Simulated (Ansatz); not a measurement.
Cartesian coordinates (Å):
```xyz
4

Cl     2.0863    -0.1655     0.0519
In    -0.2706     0.0215    -0.0067
H     -0.7818     1.6596    -0.0276
H     -1.0339    -1.5156    -0.0175
```
Charge 0, multiplicity 1.

Method: frozen-core CCSD(T)/def2-TZVPP // PBE-D3(BJ)/def2-TZVP (Ansatz, a quantum-chemistry and plane-wave program).

```json
{
  "HF energy": "-649.92244 Ha",
  "MP2 correlation energy": "-0.47860 Ha"
}
```

Question: Estimate the CCSD correlation energy, the (T) correction, the total energy and the T1 diagnostic.

Answer: 
CCSD correlation energy: -0.50038 Ha
(T) correction: -0.01634 Ha
CCSD(T) total energy: -650.43915 Ha
T1 diagnostic: 0.014
